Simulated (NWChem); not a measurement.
Molecule: GaO, doublet; SMILES [O]=[Ga]

All runs: NWChem. Pople sets run with spherical d functions. Spin-unrestricted. The geometry was optimised at PBE0/def2-SVP, spin-unrestricted. No stability test was run on the SCF state. Level TPSS/6-31G*: single points from the atomic guess with DIIS by default; each run changes one setting, and all converged runs end within 0.3 mHa of each other.

Which setting needs the most SCF iterations, or fails (DIIS on 20 Fock matrices; no level shifting; no DIIS, 40 % damping; defaults; occupation smearing of 0.005 Ha)?

no DIIS, 40 % damping, which doesn't converge.
| setting | SCF iterations |
|---|---|
| defaults | 13 |
| occupation smearing of 0.005 Ha | 13 |
| no level shifting | 13 |
| DIIS on 20 Fock matrices | 11 |
| no DIIS, 40 % damping | not converged in 200 |
